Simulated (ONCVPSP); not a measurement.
What one change does to a pseudopotential (Tl (Z = 81), ONCV)

ONCVPSP 4.0.1 input, shortened (lines: element, Z, core and valence counts, functional; n l f; lmax; l rc ep ncon nbas qcut; lloc lpopt rc5 dvloc0; l nproj debl; icmod fcfact rcfact), PBE, scalar-relativistic:

```
  Tl 81.00   12    3        4      upf
    1    0    2.00
    2    0    2.00
    2    1    6.00
    3    0    2.00
    3    1    6.00
    3    2   10.00
    4    0    2.00
    4    1    6.00
    4    2   10.00
    4    3   14.00
    5    0    2.00
    5    1    6.00
    5    2   10.00
    6    0    1.00
    6    1    2.00
    2
    0    2.05    0.00    5    9    3.10
    1    2.45    0.00    4    8    3.80
    2    2.05    0.00    3    7    9.10
    4    4    1.40    0.00
    0    2    1.70
    1    2    1.20
    2    2    2.70
    1    0.35    0.00
```

All-electron outer shells of the reference configuration (PBE, scalar-relativistic, ld1.x):

```csv
shell,level (eV),outermost node (bohr),outermost maximum (bohr)
4f,-115.97,–,0.36
5p,-78.05,0.50,0.91
5d,-17.32,0.53,1.11
6s,-10.79,1.04,2.05
6p,-3.17,1.22,2.84
```

Change: s: debl 2.35.

Cutoffs: the cutoffs (Ha) at which the residual kinetic energy of the hardest occupied pseudo-wave falls to 1 and 0.1 mHa per electron; they do not see the model core or the augmentation charge, which bear on the density cutoff. Errors are all-electron minus pseudo energies relative to the spin-unpolarised reference configuration.

What does the change do?

The potential gets neither clearly harder nor softer (23 Ha and 27 Ha → 23 Ha and 27 Ha); the bound ghost in s disappears; the lowest positive-energy flag moves from p at 42.1 eV to s at 4.2 eV; the number of tests with a reliable result goes from 3 to 4; the errors of the 3 common tests hardly move; the range in which the s phases agree narrows (upper end 4.1 → 0.1).

```tsv
quantity	base	changed
cutoff, loose	23 Ha	23 Ha
cutoff, tight	27 Ha	27 Ha
bound ghosts	s	none
GHOST(+) flags under 300 eV	p at 42.1 eV	s at 4.2 eV, p at 42.1 eV
tests with a reliable result	3 of 4	4 of 4
error for 5d10 6s2 6p1, meV [ΔE -7.40 eV]	-2.2	-2.3
error for 5d10 6s2 6p0, meV [ΔE -2.24 eV]	-8.2	-8.3
error for 5d9 6s2 6p2, meV [ΔE 7.31 eV]	-109	-110
s: phases at 2.08 bohr within 0.05 rad from the reference energy up to (Ha; the scan ends near 5)	4.1	0.1
p: phases at 2.49 bohr within 0.05 rad from the reference energy up to (Ha; the scan ends near 5)	1.5	1.5
d: phases at 2.08 bohr within 0.05 rad from the reference energy up to (Ha; the scan ends near 5)	to the end of the scan	to the end of the scan
rms error of d²Exc/dni dnj with the model core, mHa	0.42	0.43
```

 A true bound ghost makes a file unfit for plane-wave use even where its test errors are small: the radial tests pick states by their node count and pass the ghost by.
